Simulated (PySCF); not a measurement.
## Unknown compound

An unknown has the formula C$_{8}$H$_{9}$B. Its calculated NMR data are:

¹H NMR (400 MHz, computed): δ 6.18 (m, 1H), 6.10 (m, 1H), 4.41 (d, 1H), 0.91 (s, 6H).

¹³C{¹H} NMR (computed): δ 137.7 (CH), 131.3 (CH), 119.0 (C), 108.1 (C), 104.9 (CH), 70.0 (C), 13.6 (CH3, 2C).

All values are calculated (PySCF 2.14.0 with density-fitted response routines): GIAO HF/pcSseg-1 shieldings, PBE0-D3(BJ)/def2-SVP geometry. Relativity neglected, averaged over atoms made equivalent by symmetry, fast rotation or ring inversion, no solvent, a single conformation.

References, each an isolated molecule treated in the same way: ¹H (σref 31.69) and ¹³C (σref 190.85) against TMS.

Q: Choose the structure that fits.
A. C#C/C=C/CBC#CC
B. BCC1c2ccccc21
C. BC1=C[C@@H]2[C@@H]3C=C[C@H]1[C@H]23
D. C#C/C=C\C#CB(C)C
E. C#C/C=C/C#CB(C)C

A: D. 

- 7 carbon signals for 8 carbons: some carbons are equivalent by symmetry or fast rotation.
- Carbon types of the structure: 3 × C, 3 × CH, 2 × CH3, which accounts for all hydrogens.
- δC 137.7, 131.3: alkene CH; as expected for a trigonal carbon in a double bond.
- δC 119.0, 108.1, 70.0: alkyne carbon.
- δC 104.9: terminal alkyne carbon; sp carbons lie upfield of alkene carbons because the cylindrical π system leaves one tensor component strongly shielded.
- δC 13.6: methyl carbon bonded to B.
- δH 6.18, 6.10: hydrogen on an alkene CH; a vinylic proton, deshielded by the sp2 carbon and the C=C anisotropy.

The others: BC1=C[C@@H]2[C@@H]3C=C[C@H]1[C@H]23 would give 8 carbon signals, not 7; BCC1c2ccccc21 would give 5 carbon signals, not 7; C#C/C=C/CBC#CC would give 8 carbon signals, not 7; C#C/C=C/C#CB(C)C has carbons computed at 134.4, 133.8, 122.4, 105.2, 98.9, 72.8, 14.2.

A carbon bonded to boron is broadened by the quadrupolar boron nucleus and is often missing from a measured spectrum. Shifts are as computed. Against solution values, carbons near 30 ppm lie about -0 ppm off and those near 130 ppm about +7 ppm. Of 1211 compounds with measured shifts, 218 miss one by over three times the rms of a fit or turn the order of signals round; such compounds aren't used in these exercises. Multiplicities follow the n + 1 count of equivalent neighbours, as no J values were calculated; m marks all less simple cases, F and P coupling included.
